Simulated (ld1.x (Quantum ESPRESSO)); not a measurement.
Te (Z = 52), PAW: configuration errors across variants

ld1.x (Quantum ESPRESSO) 7.5 input, shortened:

```
&input
   title='Te', zed=52., rel=1, dft='PZ', iswitch=3,
   config='[Kr] 4d10 5s2 5p4'
 /
 &inputp
   pseudotype=3, lpaw=.true., tm=.true., lloc=-1, rcloc=1.45,
   nlcc=.false.,
   which_augfun='PSQ', rmatch_augfun=0.70
 /
6
4S  1  0   2.00   0.00  1.00  1.20  0.0
5S  2  0   2.00   0.00  1.00  1.20  0.0
4P  2  1   6.00   0.00  1.15  1.55  0.0
5P  3  1   4.00   0.00  1.15  1.55  0.0
4D  3  2  10.00   0.00  1.25  1.60  0.0
4D  3  2   0.00   1.55  1.25  1.60  0.0
 &test
   configts(1)='4s2 4p6 4d10 5s2 5p4'
 /
```

All-electron excitation energies from the reference (eV): (1) 4s2 4p6 4d10 5s2 5p3 9.916; (2) 4s2 4p6 4d10 5s2 5p2 28.089; (3) 4s2 4p6 4d10 5s2 5p1 55.321; (4) 4s2 4p6 4d10 5s0 5p6 18.915; (5) 4s2 4p6 4d10 5s1 5p4 19.846; (6) 4s2 4p6 4d10 5s2 5p0 92.227; (7) 4s2 4p6 4d9 5s2 5p5 38.151; (8) 4s2 4p6 4d10 5s2 5p4 spin -0.480; (9) 4s2 4p6 4d10 5s2 5p3 spin 8.605.

Spin tests fill each open shell by Hund’s rule, majority spin first.

The default core radius of the base comes out at 0.50 bohr.

The overlap operator is not positive definite (basis up to 400 Ry) in “base”, “local potential all-electron potential smoothed inside 1.04 bohr (lloc = -1)”, “waves 4d (bound): rcut 1.25, rcutus 2.04 bohr; 4d channel at 1.55 Ry: rcut 1.25, rcutus 2.04 bohr”, “augmentation BESSEL, radius 0.90 bohr”, “local potential all-electron potential smoothed inside 1.00 bohr (lloc = -1)”, “core correction a·sin(br)/r model core inside 1.12 bohr”, “waves 4d (bound): rcut 0.94, rcutus 1.00 bohr; 4d channel at 1.55 Ry: rcut 0.94, rcutus 1.00 bohr”. Such files are unfit for use, however small their errors in these radial tests.

5 further variants failed, have other tests or another functional or relativity, and are left out.

Errors AE − PS in meV (a dash: test not solved or not reliable):

```tsv
change	(1)	(2)	(3)	(4)	(5)	(6)	(7)	(8)	(9)	bound ghosts
base	-0.5	+0.5	-1.0	+5.2	+3.7	-22	+53	+0.5	-1.0	not determined (overlap not positive)
local potential all-electron potential smoothed inside 1.04 bohr (lloc = -1)	-2.3	-9.7	-31	-5.0	-4.8	-86	-737	-0.2	-3.5	not determined (overlap not positive)
waves 4d (bound): rcut 1.25, rcutus 2.04 bohr; 4d channel at 1.55 Ry: rcut 1.25, rcutus 2.04 bohr	-0.5	+0.5	-1.0	+4.9	+3.6	-22	+38	+0.4	-1.2	not determined (overlap not positive)
augmentation BESSEL, radius 0.90 bohr	-0.5	+0.7	-0.7	+9.4	+4.8	-20	+208	+0.4	-1.2	not determined (overlap not positive)
local potential all-electron potential smoothed inside 1.00 bohr (lloc = -1)	-2.7	-14	-51	-9.4	-7.8	-146	-1315	-0.4	-4.2	not determined (overlap not positive)
core correction a·sin(br)/r model core inside 1.12 bohr	-0.5	+0.5	-1.0	+5.2	+3.7	-22	+53	+0.5	-1.0	not determined (overlap not positive)
waves 4d (bound): rcut 0.94, rcutus 1.00 bohr; 4d channel at 1.55 Ry: rcut 0.94, rcutus 1.00 bohr	-0.6	+0.4	-1.4	+4.8	+3.4	-23	+64	+0.5	-1.0	not determined (overlap not positive)
```

Task: Give the same row for: wave 4d channel at 1.55 Ry: rcut 1.25, rcutus 1.60 bohr becomes 4d channel at 3.09 Ry: rcut 1.25, rcutus 1.60 bohr.

Result: -0.5, +0.4, -1.3, +4.9, +3.5, -22, +58, +0.4, -1.2; bound ghosts: not determined (overlap not positive). Its overlap operator is not positive definite in a basis up to 400 Ry (lowest eigenvalue s -0.12), so the file is unfit for use: the generalised eigenproblem breaks down once the basis is large enough, and its test numbers describe a broken file.
